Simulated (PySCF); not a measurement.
C3H2F2O2Si.
InChI=1S/C3H2F2O2Si/c4-8(5)2-3(1-6)7-8/h1-2H

Torsions of this conformer, `[O:1]=[CH:2][C:3]1=[CH:4][Si:5]([F:6])([F:7])[O:8]1`: O1–C2–C3–C4 0°.

The closed-shell ground state was solved at several levels (PySCF, density fitting, gas phase, non-relativistic). The structure is a single PBE0-D3(BJ)/def2-SVP conformer in the gas phase; no vibrational or solvent corrections.

```json
{"level": "KT3/pcSseg-1", "basis functions": "153", "HOMO (eV)": "-6.79", "LUMO (eV)": "-3.81", "gap (eV)": "2.98", "dipole (D)": "0.32"}
{"level": "wB97X-D/pcSseg-1", "basis functions": "153", "HOMO (eV)": "-9.94", "LUMO (eV)": "-1.15", "gap (eV)": "8.79", "dipole (D)": "0.27"}
{"level": "PBE0/pcSseg-2", "basis functions": "323", "HOMO (eV)": "-8.06", "LUMO (eV)": "-3.00", "gap (eV)": "5.06", "dipole (D)": "0.22"}
{"level": "PBE0/6-311+G(2d,p)", "basis functions": "236", "HOMO (eV)": "-8.06", "LUMO (eV)": "-3.03", "gap (eV)": "5.03", "dipole (D)": "0.21"}
{"level": "mPW1PW91/pcSseg-1", "basis functions": "153", "HOMO (eV)": "-8.10", "LUMO (eV)": "-2.98", "gap (eV)": "5.12", "dipole (D)": "0.29"}
{"level": "PBE0/cc-pVTZ", "basis functions": "272", "HOMO (eV)": "-7.95", "LUMO (eV)": "-2.88", "gap (eV)": "5.07", "dipole (D)": "0.21"}
{"level": "PBE0/STO-3G", "basis functions": "46", "HOMO (eV)": "-4.04", "LUMO (eV)": "1.15", "gap (eV)": "5.19", "dipole (D)": "1.47"}
{"level": "PBE0/aug-cc-pVDZ", "basis functions": "206", "HOMO (eV)": "-8.03", "LUMO (eV)": "-3.00", "gap (eV)": "5.03", "dipole (D)": "0.20"}
{"level": "PBE0/6-31G*", "basis functions": "120", "HOMO (eV)": "-7.75", "LUMO (eV)": "-2.63", "gap (eV)": "5.12", "dipole (D)": "0.35"}
{"level": "PBE0/def2-SVP", "basis functions": "126", "HOMO (eV)": "-7.94", "LUMO (eV)": "-2.82", "gap (eV)": "5.12", "dipole (D)": "0.31"}
```

Problem. What might PBE/pcSseg-1 (153 basis functions) give for the same quantities?

Solution. HOMO -6.74 eV, LUMO -3.88 eV, gap 2.86 eV, dipole 0.33 D.

Problem. Over all these levels, which gives the widest orbital gap and which the narrowest?

Solution. wB97X-D/pcSseg-1 (range-separated hybrid) has the widest, 8.79 eV, and PBE/pcSseg-1 (GGA) the narrowest, 2.86 eV. The two share the basis. From the narrowest to the widest the HOMO moves by -3.20 eV and the LUMO by +2.73 eV.

Problem. How much does the basis alone move the frontier levels among the 7 PBE0 rows?

Solution. The HOMO by 4.02 eV and the LUMO by 4.18 eV. By rising basis size (HOMO, LUMO in eV): STO-3G -4.04, 1.15; 6-31G* -7.75, -2.63; def2-SVP -7.94, -2.82; aug-cc-pVDZ -8.03, -3.00; 6-311+G(2d,p) -8.06, -3.03; cc-pVTZ -7.95, -2.88; pcSseg-2 -8.06, -3.00.

Problem. How far do the dipole and the HOMO energy spread over the levels?

Solution. The dipole runs from 0.20 to 1.47 D (mean 0.38 D) and the HOMO from -9.94 to -4.04 eV.
